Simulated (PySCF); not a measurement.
## Ti: ionisation energy

Ti [Ar] 3d2 4s2 (3F) → Ti⁺ [Ar] 3d2 4s1 (4F), as a difference of total energies. Calculation: PySCF 2.14, in jorge-DZP-DKH; scalar relativity by spin-free X2C-1e. Correlated levels: valence: [Ar] frozen. The calculations carry no spin-orbit coupling.

```csv
method,ionisation energy (eV),error (eV)
UHF,5.524,-1.304
MN15,6.911,+0.083
BP86,6.786,-0.042
MP2 (valence),6.192,-0.636
SCS-MP2 (valence),6.329,-0.499
```

Reference: 6.828 eV (measured; NIST levels, between the centres of gravity of the two terms).

Errors of the correlated levels include the incompleteness of this basis and the frozen core.

MP2 underrates the near-degeneracy of ns² with np² in the lower species.
